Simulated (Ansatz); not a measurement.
## Ansatz (development build ahead of 0.2.0) run

```yaml
crystal:
  periodic: [false, false, false]
  atoms:
    - { symbol: B, position_ang: [-0.02043, 0.00828, -0.04488] }
    - { symbol: F, position_ang: [0.85249, 0.79056, 0.79212] }
    - { symbol: F, position_ang: [0.85635, -0.79212, -0.80337] }
    - { symbol: F, position_ang: [-0.79522, 0.81867, -0.76333] }
    - { symbol: F, position_ang: [-0.82483, -0.79854, 0.7639] }
basis:
  gaussian: { orbitals: cc-pVDZ }
total_charge: -1
hamiltonian:
  xc: hf
correlation:
  method: mp2
  frozen_orbitals: { B: 1, F: 1 }
```

The input is written out in the form of the current development build from the run's settings.

Output:

```json
{"Converged": "yes", "Reference energy": "-422.73897 hartree", "Correlation energy": "-0.83444 hartree", "Total energy": "-423.57341 hartree", "Spin squared of the determinant": "0.000"}
```

Caution: no diffuse functions for an anion.
